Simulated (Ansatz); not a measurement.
CH6BGa can be A, `B[CH2][GaH2]`, or B, `[BH2][GaH][CH3]`.

Isolated molecules relaxed with PBE0-D4/def2-TZVP in Ansatz; ΔE leaves out vibrations. CBS: MP2 limit from def2 TZ/QZ plus the TZ coupled-cluster correction, frozen cores. DFT in def2-TZVPP. B3LYP here is the variant with VWN-RPA as its local correlation; programs differ in this. For Ga outer-core shells are correlated without core-valence functions, which leaves a few kJ/mol of doubt a bond. Scalar relativity is left out up to krypton.

Problem. Which isomer does CCSD(T)/CBS put lower? Give the gap. (An estimate is asked.)

Solution. Computed: A, by 12.1 kcal/mol.

Problem. Give E(B) − E(A) in kcal/mol with CCSD/def2-TZVPP, r2SCAN-D4, CCSD(T)/def2-TZVPP, B3LYP, PBE-D4, B2PLYP, MP2/def2-TZVPP. (An estimate is asked.)

Solution. The calculation gave: CCSD/def2-TZVPP 12.2, r2SCAN-D4 12.9, CCSD(T)/def2-TZVPP 12.6, B3LYP 12.2, PBE-D4 12.4, B2PLYP 12.9, MP2/def2-TZVPP 14.0. None reverses the order clearly.

Problem. Does the order hold for the free energy at 298.15 K (harmonic terms from PBE0-D4)? (Estimate.)

Solution. Computed: Yes: G(B) − G(A) = +13.0 kcal/mol. Modes under 60 cm⁻¹, often nearly free rotors, make the harmonic entropy too high.

Largest T1 diagnostic: 0.013.

At CCSD(T), def2-SVP lies +1.9 kcal/mol from the extrapolated value and def2-TZVPP +0.5 kcal/mol. Leaving LDA and LC-ωPBE aside and taking each functional with its dispersion term where it has one, the values, not all of them listed here, spread over 1.9 kcal/mol, from PBE-D4 to B97M-V. LDA lies +2.1 kcal/mol from PBE without D4.
